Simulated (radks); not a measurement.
Question: Sn, configuration [Kr] 4d9 5s1 5p4 (not the ground configuration). Calculated with a radial shooting solver on a logarithmic mesh with Libxc functionals: Dirac Kohn-Sham, PBE, spin-unpolarised, spherical densities, point nucleus; open shells are shared between the two j in proportion to 2j + 1. Some entries of the table are withheld. Estimate them.

orbital,occ.,eigenvalue (hartree),r(max) (bohr)
1s1/2,2,(1),0.01877
2s1/2,2,-161.1615,0.1062
2p1/2,2,-150.5549,0.08180
2p3/2,4,-142.0796,0.08632
3s1/2,2,-31.37455,0.3077
3p1/2,2,-27.06804,(2)
3p3/2,4,-25.51987,(3)
3d3/2,4,-17.91344,(4)
3d5/2,6,-17.59382,(5)
4s1/2,2,(6),0.7447
4p1/2,2,-3.78353,0.7701
4p3/2,4,-3.50086,0.7943
4d3/2,3.6,-1.23326,(7)
4d5/2,5.4,-1.19275,(8)
5s1/2,1,-0.48639,1.933
5p1/2,1.33333,-0.21188,2.298
5p3/2,2.66667,-0.18974,2.394

Answer: 
(1) 1s1/2 eigenvalue (hartree): -1065.888
(2) 3p1/2 r(max) (bohr): 0.2941
(3) 3p3/2 r(max) (bohr): 0.3043
(4) 3d3/2 r(max) (bohr): 0.2493
(5) 3d5/2 r(max) (bohr): 0.2523
(6) 4s1/2 eigenvalue (hartree): -5.22254
(7) 4d3/2 r(max) (bohr): 0.8729
(8) 4d5/2 r(max) (bohr): 0.8819
